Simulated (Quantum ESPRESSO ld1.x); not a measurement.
Te25+, 27 electrons, occupied as [Ar] 3d9 (the NIST ground configuration). All-electron calculation, non-relativistic Kohn-Sham, LDA (Slater exchange, VWN5 correlation), spin-polarised, spherical densities, point nucleus; open shells are filled with parallel spins first; relativity is left out, which matters for an element this heavy. Program: ld1.x of Quantum ESPRESSO 7.5.

Unscreened Slater integrals over Kohn-Sham orbitals (cm^-1). They are taken over the spin-up orbitals. Empty in this configuration: 4p, 4s.

integral    value
F0(4p,4p)  294960
F2(4p,4p)  154320
F0(4p,4s)  295560
G1(4p,4s)  200170
F0(4p,3d)  374490
F2(4p,3d)  106910
G1(4p,3d)   35461
G3(4p,3d)   35561
F0(4p,3p)  367600
F2(4p,3p)  114680
G0(4p,3p)   30834
G2(4p,3p)   37640
F0(4s,4s)  296300
F0(4s,3d)  373990
G2(4s,3d)   34593
F0(4s,3p)  367330
G1(4s,3p)   37223
F0(3d,3d)  700290
F2(3d,3d)  355390
F4(3d,3d)  228250
F0(3d,3p)  652640
F2(3d,3p)  314830
G1(3d,3p)  347090
G3(3d,3p)  227870
F0(3p,3p)  623710
F2(3p,3p)  315520

Derived for the open shells (J is the average intra-shell exchange parameter used in DFT+U). 3d: Racah B = F2/49 - 5 F4/441 = 4665 cm^-1, C = 35 F4/441 = 18120 cm^-1, C/B = 3.88, F4/F2 = 0.642, J = (F2 + F4)/14 = 41690 cm^-1.
